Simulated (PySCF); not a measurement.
Radial density of Mn⁺ (manganese, charge +1)

PBE0, [Ar] 3d5 4s1, high-spin 7S determinant. Computed with PySCF 2.14 in 6-31G*, with the non-relativistic Hamiltonian (point nucleus).

```tsv
r (bohr)	4πr²ρ (e/bohr)	4πr²(ρα − ρβ)
0.00113	0.1584	0.0001
0.00191	0.4374	0.0002
0.00321	1.168	0.0004
0.00540	2.946	0.0010
0.00908	6.955	0.0024
0.0153	14.44	0.0049
0.0257	24.50	0.0077
0.0432	29.86	0.0071
0.0727	24.90	0.0035
0.122	25.30	0.0412
0.206	32.93	0.3424
0.346	17.14	1.5119
0.582	13.22	3.8626
0.979	12.07	3.8729
1.65	2.809	1.6745
2.77	0.6140	0.5958
4.66	0.08020	0.0802
7.83	0.0004985	0.0005
```
